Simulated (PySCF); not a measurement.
C4H12PSi2 (doublet state).
Cartesian coordinates in Å at the GFN2-xTB level; atoms count from 1:
```
atom  x, y, z in Å
C1     0.0678    2.5700   -0.2957
Si2   -0.2885    0.9070   -1.1847
C3    -1.8048    0.0915   -0.3110
C4    -1.2726   -0.9265    0.6993
C5    -0.2755   -1.8864    0.0546
Si6    1.1411   -0.8776   -0.7538
P7     2.8527   -0.7719    0.7120
H8     0.1396    2.4253    0.7811
H9     1.0033    3.0050   -0.6349
H10   -0.7168    3.2993   -0.4759
H11   -2.4435    0.8166    0.1946
H12   -2.4315   -0.4297   -1.0364
H13   -2.1054   -1.4890    1.1344
H14   -0.7788   -0.3980    1.5220
H15    0.0962   -2.5883    0.8017
H16   -0.7848   -2.4734   -0.7105
H17    1.6886   -1.6290   -1.8979
H18    3.5848    0.1029   -0.0701
H19    2.3184    0.2612    1.4637
```

The hyperfine couplings belong to this conformer and change with its torsions.

As a line formula: `C[Si]1CCC[Si@@H]1P` [radical].

Computed with UKS B3LYP, pcH-1 on C H P Si, non-relativistic, mean-field spin-orbit, GIAO (PySCF 2.14.0). One conformer (not necessarily the lowest) at the GFN2-xTB geometry, without solvent, vibrations or thermal averaging. The geometry wasn't refined by DFT: couplings that depend on bond lengths, twists or pyramidal angles can differ widely from those at the functional's own minimum, by a factor of two or more for some ions and for spin on atoms past the first row. Stability of the SCF solution: not tested.

Question: Match the computed a_iso(13C) values +27.4, +19.6, +15.9, +13.3 MHz with the sites C1; C3; C4; C5.

Answer: 
```csv
site,a_iso (MHz),ρ(0) (bohr⁻³),position,distance from Si2 (Å),spin population,largest |T| (MHz)
C1,+19.6,+0.0174,1 bond from Si2,1.92,-0.01,7.0
C3,+15.9,+0.0141,1 bond from Si2,1.93,-0.01,6.5
C4,+27.4,+0.0244,2 bonds from Si2,2.81,+0.01,3.3
C5,+13.3,+0.0118,2 bonds from Si2,3.06,+0.01,2.5
```

Question: The isotropic 29Si couplings are -425.5, -62.7 MHz. Assign them to Si2; Si6.

Answer: 
```json
{"site": "Si2", "a_iso (MHz)": "-425.5", "ρ(0) (bohr⁻³)": "+0.4798", "position": "largest spin population", "distance from Si2 (Å)": "0.00", "spin population": "+0.91", "largest |T| (MHz)": "163.5"}
{"site": "Si6", "a_iso (MHz)": "-62.7", "ρ(0) (bohr⁻³)": "+0.0707", "position": "1 bond from Si2", "distance from Si2 (Å)": "2.33", "spin population": "+0.02", "largest |T| (MHz)": "15.2"}
```

ρ(0) is the spin density at the nucleus and T the dipolar tensor; a_iso includes a spin–orbit part; entries for several nuclei are means. The largest Mulliken spin population is on Si2 (+0.91). The angles at Si2 add up to 319.6°, so it is pyramidal.

Nuclei that the bonding pattern makes equivalent are averaged, as if the motion that swaps them (rotation, inversion, ring flip) were fast. The three 1H nuclei of mean +21.9 MHz run from -0.6 to 57.7 MHz in the frozen geometry.

Time: 2.1 min of wall time (with the writing of density and orbital grids); peak memory 1.1 GiB. Hardware: an Arm Neoverse V2 with one thread, no GPU (shared host).
